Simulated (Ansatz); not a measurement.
`F[BH][GaH][F]`, charge 0, multiplicity 1.

Problem. Give a relaxed structure at PBE0-D4/def2-TZVP (the Gaussian-basis code of Ansatz). (Estimate.)

Solution. Computed: 
Z-matrix (Å, degrees):
```
B
Ga 1 2.119
F 1 1.320 2 119.6
H 1 1.203 2 124.3 3 179.7
F 2 1.769 1 112.4 3 -98.0
H 2 1.565 1 135.8 3 84.2
```
